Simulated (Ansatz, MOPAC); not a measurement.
Species: GeS (charge 0, singlet). SMILES: [S]=[Ge]
Structure (B3LYP-D3(BJ)/def2-TZVP (Ansatz, a quantum-chemistry and plane-wave program) minimum search):
```
Ge
S 1 2.0285
```

Wanted: vertical electron affinity to the doublet, in eV. Terms: non-relativistic; UHF or UKS for open shells; each state is the SCF solution reached for its charge and spin; no spin-orbit coupling; six Cartesian d functions in 6-31G* and its kin unless marked 5d. First-principles rows: single points at B3LYP-D3(BJ) geometries (Ansatz). Semi-empirical rows: differences of heats of formation at the shared geometry for vertical values. Anions need diffuse functions, which STO-3G, LANL2DZ, def2-SVP, cc-pVDZ and Pople sets without + lack.

| species | coefficient | E at B3LYP/6-31G* (Ansatz), Eh | E at PBE/def2-TZVPD (Ansatz), Eh | heat of formation at AM1 (MOPAC), kcal/mol |
|---|---|---|---|---|
| charge -1, doublet | -1 | -2475.00798 | -2474.77766 | 28.60 |
| charge 0, singlet | +1 | -2474.99719 | -2474.76201 | 76.25 |

 1 Eh = 27.2114 eV and 1 eV = 23.0605 kcal/mol.

Task: Work the quantity out at each level.

Result: 
- B3LYP/6-31G*: the sum of coefficient times E is 0.01079 Eh, or 0.294 eV. Result: 0.29 eV.
- PBE/def2-TZVPD: the sum of coefficient times E is 0.01565 Eh, or 0.426 eV. Result: 0.43 eV.
- AM1: the sum of coefficient times heat of formation is 47.65 kcal/mol, or 2.07 eV.
